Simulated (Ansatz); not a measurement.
C$_{4}$H$_{14}$BN, SMILES `C[BH-](C)[NH+](C)C`, relaxed with RKS PBE0-D4/def2-TZVP in Ansatz from a GFN2-xTB geometry. The force threshold is 0.005 eV/Å; the program also tests the step.

Total charge 0; spin multiplicity 1.

Start:

```xyz
20

C     1.306   -1.457   -0.747
B     0.073   -0.406   -0.880
C     0.533    1.057   -1.404
N    -0.557   -0.254    0.669
C     0.312    0.467    1.591
C    -1.905    0.299    0.687
H     1.662   -1.741   -1.735
H     2.170   -1.057   -0.216
H     1.020   -2.385   -0.246
H    -0.838   -0.863   -1.505
H     0.793    1.000   -2.458
H     1.414    1.445   -0.892
H    -0.250    1.813   -1.326
H    -0.601   -1.226    0.966
H     0.377    1.506    1.277
H     1.308    0.033    1.564
H    -0.072    0.429    2.614
H    -1.875    1.318    0.305
H    -2.321    0.310    1.698
H    -2.549   -0.289    0.038
```

**Question.** By how much does the energy fall, and how many steps does the optimiser take? (Best estimate.)

**Answer.** Computed: 3.11 kJ/mol, in 10 steps.

**Question.** Which bonds change most? (Estimate.)

**Answer.** Computed: B2–H10 from 1.197 to 1.225 Å; B2–N4 from 1.679 to 1.666 Å; C1–B2 from 1.625 to 1.614 Å; N4–C5 from 1.458 to 1.468 Å.

**Question.** Give the relaxed structure. (An estimate is asked.)

**Answer.** Computed: 
```xyz
20

C     1.356   -1.404   -0.727
B     0.085   -0.417   -0.854
C     0.435    1.042   -1.443
N    -0.564   -0.264    0.673
C     0.335    0.367    1.646
C    -1.878    0.387    0.664
H     1.680   -1.700   -1.730
H     2.234   -0.950   -0.249
H     1.144   -2.342   -0.194
H    -0.841   -0.953   -1.451
H     0.783    0.921   -2.474
H     1.248    1.553   -0.912
H    -0.410    1.738   -1.496
H    -0.698   -1.232    0.955
H     0.517    1.394    1.336
H     1.281   -0.169    1.660
H    -0.108    0.365    2.646
H    -1.754    1.419    0.338
H    -2.329    0.375    1.660
H    -2.519   -0.129   -0.048
```
